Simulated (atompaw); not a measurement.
# Logarithmic derivatives: vanadium, PAW (atompaw)

vanadium, PAW, made with atompaw 4.2.0.5 (PBE, non-relativistic). Core [Ne] 3s2, reference 3p6 3d3 4s1 4p0 (charge +1). Waves: 4s (bound): rc 2.80 bohr; 4s channel at -0.05 Ry: rc 2.80 bohr; 3p (bound): rc 1.30 bohr; 4p (bound, empty): rc 1.75 bohr; 3d (bound): rc 1.45 bohr; 3d channel at 0.3 Ry: rc 2.80 bohr. Local part: troulliermartins scheme with l = 3 at 0.5 Ry, radius 2.30 bohr. Core correction: smooth core density matched at 1.70 bohr. Augmentation charge: besselshape compensation charge, radius 2.05 bohr; PAW radius 2.80 bohr; waves and projectors: custom polynom vanderbiltortho.

The phase is arctan(r·u′/u) with u = r·R(r), unwrapped; energies in Ry, scanned from -6 to 5 Ry. A pole is an energy at which the radial function vanishes at the test radius. The pseudo phase is shifted by a multiple of π to meet the all-electron one at the reference energy, and phase errors are pseudo minus all-electron; the curves can meet again beyond the range given. Levels narrower than the energy grid can be missing from the lists of poles.

| channel | radius (bohr) | reference energy (Ry) | poles, all-electron | poles, pseudo | unbroken range about the reference energy with phases within 0.05 rad | phase error 1 Ry above the reference energy (rad) |
| --- | --- | --- | --- | --- | --- | --- |
| s | 2.82 | -0.79 | -5.62, 0.92 | 0.92 | -5.6 to 3.4 | -0.000 |
| p | 2.82 | -0.50 | -3.76, 1.74 | -3.76, 1.75 | below 4.4 | +0.000 |
| d | 2.82 | -0.94 | -0.79, 3.13 | -0.79, 2.69 | below 2.5 | -0.000 |

Note: ghost state, extra bound levels that the all-electron valence spectrum of the same l lacks: s at -187.7 eV. A true bound ghost makes a file unfit for plane-wave use.

Phases in the p channel:

| E (Ry) | all-electron | pseudo |
| --- | --- | --- |
| -6.00 | 1.411 | 1.411 |
| -5.52 | 1.402 | 1.402 |
| -5.04 | 1.391 | 1.391 |
| -4.56 | 1.376 | 1.376 |
| -4.08 | 1.345 | 1.345 |
| -3.60 | -1.746 | -1.746 |
| -3.12 | -1.795 | -1.795 |
| -2.64 | -1.829 | -1.829 |
| -2.16 | -1.873 | -1.873 |
| -1.68 | -1.940 | -1.940 |
| -1.20 | -2.067 | -2.067 |
| -0.72 | -2.378 | -2.378 |
| -0.24 | -3.347 | -3.347 |
| 0.24 | -4.228 | -4.228 |
| 0.72 | -4.508 | -4.508 |
| 1.20 | -4.631 | -4.631 |
| 1.68 | -4.705 | -4.704 |
| 2.16 | -4.760 | -4.759 |
| 2.64 | -4.811 | -4.809 |
| 3.12 | -4.868 | -4.865 |
| 3.60 | -4.947 | -4.941 |
| 4.08 | -5.089 | -5.072 |
| 4.56 | -5.462 | -5.398 |
